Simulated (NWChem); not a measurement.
Molecule: PbNH2Cl, singlet; SMILES [NH2][Pb][Cl]

```xyz
5

Pb    -0.2328    -0.3614     0.0000
Cl     0.0702     2.1243     0.0000
N      1.8621    -0.7048     0.0000
H      2.3261    -1.6085     0.0000
H      2.5320     0.0602     0.0000
```
Atoms are numbered in this order, from 1.

Computed with NWChem. Low-valent species are run as closed-shell singlets; no triplet was tried in these runs. Geometry: optimised at PBE0/def2-SVP. def2 effective core potentials on Pb; no spin-orbit coupling.

For level LDA (Slater exchange, PW92)/def2-SVP:

```
Property                     Value
---------------------------  -----
highest occupied level (eV)  -5.89
```

Estimate the same quantities for level BLYP/def2-SVP.


| Property | Value |
|---|---|
| highest occupied level (eV) | -5.53 |
